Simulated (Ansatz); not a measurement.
H3OSi (SMILES [O][SiH3]), doublet, geometry from GFN2-xTB; CCSD(T)/6-31G* in Ansatz (a program for electronic structure).

Input for Ansatz:
Ansatz 0.2 input:
```yaml
crystal:
  periodic: [false, false, false]
  atoms:
    - {symbol: O, position_ang: [1.10385028, -0.07317263, -0.13629678]}
    - {symbol: Si, position_ang: [-0.40797618, 0.05780856, 0.04472453]}
    - {symbol: H, position_ang: [-1.06470779, 1.35524447, -0.10446649]}
    - {symbol: H, position_ang: [-0.88650509, -0.59908882, 1.32165800]}
    - {symbol: H, position_ang: [-1.16792280, -0.98009444, -0.75296067]}
basis:
  gaussian:
    orbitals: 6-31G*
magnetization: {spin_polarized: true, initial_magnetization: 1}
correlation: {method: ccsd_t, diis_vectors: 2}
```

Output, abridged:

```
Functional definition: HF
388 factors; integrals over basis functions are off by at most 8.5e-4 eV
mean field evaluation 1: about -9938.3554 eV, gradient 3.1e1 eV
mean field evaluation 2: about -9938.3839 eV, gradient 3.1e1 eV
mean field evaluation 4: about -9943.6893 eV, gradient 5.4e0 eV
mean field evaluation 8: about -9944.8833 eV, gradient 3.5e-1 eV
mean field evaluation 16: about -9944.8879 eV, gradient 1.3e-6 eV
mean field evaluation 32: about -9944.8846 eV, gradient 4.9e-2 eV
mean field evaluation 64: about -9944.8466 eV, gradient 2.7e-1 eV
mean field evaluation 96: about -9944.7824 eV, gradient 1.1e-3 eV
mean field evaluation 128: about -9944.8879 eV, gradient 8.6e-3 eV
mean field evaluation 160: about -9944.7608 eV, gradient 7.9e-1 eV
mean field evaluation 192: about -9944.8852 eV, gradient 2.9e-1 eV
mean field -9944.88793748 eV, -365.4678908152 hartree, gradient 1.3e-6 eV, S^2 0.761367; 6 other end points of the search recorded, 0 dependent functions left out
determinant -9944.88793748 eV, -365.4678908152 hartree, with singles and doubles -9951.65935444 eV, -365.7167357988 hartree
determinant -9944.78242982 eV, -365.4640134804 hartree, with singles and doubles -9951.41787340 eV, -365.7078615341 hartree
determinant -9942.79059229 eV, -365.3908148012 hartree, with singles and doubles -9949.44665520 eV, -365.6354206014 hartree
determinant -9944.88793748 eV, -365.4678908152 hartree, with singles and doubles -9951.66329018 eV, -365.7168804344 hartree
determinant -9944.78242982 eV, -365.4640134804 hartree, with singles and doubles -9951.42051546 eV, -365.7079586279 hartree
6 core orbitals not correlated
reference -9944.88793748 eV, -365.4678908152 hartree; 7, 6 occupied and 27, 28 virtual orbitals, 388 factors
second order -5.81388662 eV of doubles, -0.00000000 eV of singles
cycle   1  -6.77535432 eV  change   -1.6e-6 eV  update   4.4e-6
perturbative correction -0.14376728 eV, -0.0052833499 hartree
Total energy: -9951.80705908 eV, -365.7221638440 hartree
```
